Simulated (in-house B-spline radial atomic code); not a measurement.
How numerical settings move a run on Ni IV (Ni3+), [Ar] 3d7. Computed with a B-spline radial code for spherical atoms: Dirac-Kohn-Sham PBE, spherical fractional occupations, Fermi nucleus of rms radius 3.7757 fm.

Command:
```bash
python run_scf.py task.json out
```
Settings of the sound reference run:
```
Z                28
electrons        25
configuration    [Ar] 3d7
hamiltonian      dirac
method           pbe,pbe
spin_polarised   False
nucleus          fermi
rms_radius       3.7757
mass_number      58
atomic_mass      57.93534
speed_of_light   137.036
knot_spacing     0.22
spline_order     8
gauss_points     12
box_radius       16.22
max_iterations   70
damping          0.5
damped_steps     3
diis_vectors     10
tolerance        1e-08
start            Thomas-Fermi
```

Time taken, with all properties: 1.6 s on 1 thread of Arm Neoverse N1, on a shared host.

It converges in 9 iterations to -1518.215931 hartree, with 3d5/2 at -46.9511 eV. The other runs change the listed settings, some to values that make no sense; their results aren't properties of the atom or ion. Radii are in bohr (the nuclear one in fm), a minus after a letter asks for a j subshell, and «unchanged» means within 1e-8 hartree. The run stops when the residual is below 10 × tolerance × max(1, Z/10), or a noise floor if that is larger, and the energy moves by less than 1e-8 × √|E| hartree; so very loose and very tight tolerances often act alike.

| changed settings | outcome |
| --- | --- |
| box_radius = 2.43 | converged in 9 iterations, energy +2.96e-01 hartree from the reference, 3d5/2 level +5.0e+00 eV (the program warns: 3d5/2 reaches the box edge; 3s1/2 reaches the box edge) |
| max_iterations = 75, damping = 0.95, damped_steps = 30 | converged in 36 iterations, energy unchanged, 3d5/2 level -1.2e-05 eV |
| box_radius = 3.24 | converged in 9 iterations, energy +2.75e-02 hartree from the reference, 3d5/2 level +7.9e-01 eV (the program warns: 3d5/2 reaches the box edge; 3s1/2 reaches the box edge) |
| box_radius = 0.65 | converged in 7 iterations, energy +2.68e+02 hartree from the reference, 3d5/2 level +6.4e+02 eV (the program warns: 3d5/2 has a positive eigenvalue: unbound, held by the box; 3s1/2 has a positive eigenvalue: unbound, held by the box) |
| box_radius = 64.88 | converged in 9 iterations, energy unchanged |
| damping = 0.2 | converged in 11 iterations, energy unchanged, 3d5/2 level -2.3e-05 eV |
| damping = 0.95 | converged in 11 iterations, energy unchanged, 3d5/2 level -2.2e-05 eV |
| box_radius = 1.62 | converged in 8 iterations, energy +4.27e+00 hartree from the reference, 3d5/2 level +3.5e+01 eV (the program warns: 3d5/2 reaches the box edge; 3s1/2 reaches the box edge) |
| method = tpss,tpss | stopped with error: meta-GGAs are not served with the Dirac Hamiltonian |
| spline_order = 10, gauss_points = 6, max_iterations = 100, damping = 0.2 | converged in 11 iterations, energy +1.09e-06 hartree from the reference, 3d5/2 level -2.4e-05 eV |
| damped_steps = 1 | converged in 9 iterations, energy unchanged, 3d5/2 level -2.8e-05 eV |
| electrons = 26, configuration = [Ar] 3d7 4s-1, max_iterations = 75 | stopped with error: j subshells need the Dirac Hamiltonian and l > 0 |
| first_knot = 0.0357, max_iterations = 60, damping = 0.95, diis_vectors = 1 | not converged after 60 iterations, last residual 8.6e-01, last energy +1.41e+01 hartree from the reference |
| box_radius = 8.11 | converged in 9 iterations, energy unchanged, 3d5/2 level +5.7e-07 eV |
| box_radius = 4.87 | converged in 9 iterations, energy +2.03e-04 hartree from the reference, 3d5/2 level +1.2e-02 eV (the program warns: 3d5/2 reaches the box edge; 3d3/2 reaches the box edge) |
| damped_steps = 30 | converged in 20 iterations, energy unchanged, 3d5/2 level -2.3e-05 eV |

(1) What happens with knot_spacing = 2, max_iterations = 60, start = bare nucleus?

(2) What happens with damping = 0.8?

(3) What happens with damped_steps = 8?

(4) What happens with damped_steps = 0?

Results:

(1) Converged in 9 iterations, energy +1.86e+02 hartree from the reference, 3d5/2 level -1.5e+01 eV (the program warns: 3d5/2 reaches the box edge; 1s1/2 reaches the box edge).

(2) Converged in 10 iterations, energy unchanged, 3d5/2 level -1.8e-05 eV.

(3) Converged in 14 iterations, energy unchanged, 3d5/2 level -2.4e-05 eV.

(4) Converged in 8 iterations, energy unchanged, 3d5/2 level -2.1e-05 eV.
